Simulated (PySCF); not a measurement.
# How methods differ on the ionisation energy of P(2+)

P(2+) [Ne] 3s2 3p1 (2P) → P(3+) [Ne] 3s2 (1S), as a difference of total energies. Computed with PySCF 2.14 in aug-cc-pwCVDZ, with no relativity, point nucleus. Correlated levels: nothing frozen. The calculations carry no spin-orbit coupling.

```csv
method,ionisation energy (eV),plus first-order spin-orbit estimate,error of that sum (eV)
UHF,29.570,29.610,-0.593
MP2 (all electrons),29.749,29.789,-0.414
SCS-MP2 (all electrons),29.729,29.769,-0.434
CCSD (all electrons),29.870,29.910,-0.293
CCSD(T) (all electrons),29.884,29.924,-0.279
```

Reference: 30.203 eV (measured; NIST Atomic Spectra Database, ionization energies).

A first-order spin-orbit estimate (lowest level to lowest level, LS coupling) adds 0.040 eV.

Errors of the correlated levels include the incompleteness of this basis.
